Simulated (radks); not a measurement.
Results of a calculation; reference values are marked as such.
All-electron atom: Lu I in [Xe] 4f14 5d1 6s2. Level of theory: scalar-relativistic Kohn-Sham, r2SCAN, spin-polarised, spherical densities, finite nucleus; open shells are filled with parallel spins first (spin-orbit coupling, left out, can overturn this in heavy ions); meta-GGA in the generalised Kohn-Sham scheme; Fermi nuclear charge, rms radius 5.37 fm (a radial shooting solver on a logarithmic mesh with Libxc functionals).

Radial electron density D(r) = 4 pi r^2 rho(r):

```
   r/bohr * D(r) (the largest magnitude, 127, reaches the edge; | marks zero)
 0.001141 |  *
 0.001571 |     *
 0.002163 |        *
 0.002979 |             *
 0.004135 |                   *
 0.005695 |                           *
 0.007842 |                                  *
   0.0108 |                                        *
  0.01487 |                                        *
  0.02048 |                                     *
  0.02821 |                                    *
  0.03884 |                                            *
  0.05349 |                                                      *
  0.07367 |                                                   *
   0.1014 |                                          *
   0.1408 |                                               *
   0.1939 |                                              *
   0.2671 |                           *
   0.3678 |                          *
   0.5065 |                           *
   0.6975 |               *
   0.9606 |       *
    1.323 |    *
    1.822 | *
    2.509 |*
    3.483 *
    4.796 *
    6.605 *
    9.096 *
    12.53 *
```

D(r) has 4 maxima, at r = 0.0132, 0.0594, 0.165, 0.449 bohr, and minima at 0.0252, 0.108, 0.316 bohr, inside which lie 1.91, 11.12, 29.77 electrons.
